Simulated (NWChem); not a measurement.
TiNHCl2; SMILES [Ti]([Cl])([Cl])=[NH]

```xyz
5

Ti    -0.3197     0.1406     0.0000
N     -1.8043    -0.5961     0.0000
H     -2.6652    -1.1603     0.0000
Cl     0.7348     0.0000     1.9605
Cl     0.7348     0.0000    -1.9605
```
Atoms are numbered in this order, from 1.

Level: PBE-D3(BJ)/def2-SVP (NWChem), optimised geometry, unscaled harmonic frequencies. 

Task: List the harmonic frequencies with IR intensities, and the thermochemistry.

Result: 
```csv
frequency (cm⁻¹),IR intensity (km/mol)
64,16.8
131,4.5
189,10.4
384,25.8
416,124.1
493,182.3
589,175.6
1034,114.7
3489,118.8
```

```yaml
zero_point_energy: 9.7 kcal/mol
thermal correction to the enthalpy at 298.15 K (with zero-point energy): 14.0 kcal/mol
heat capacity Cv: 17.3 cal/(mol K)
entropy at 298.15 K and 1 atm (symmetry number 1): 80.8 cal/(mol K)
dipole_moment: 2.47 D
```

Rigid rotor and harmonic oscillator; modes under 100 cm⁻¹ make the entropy uncertain.
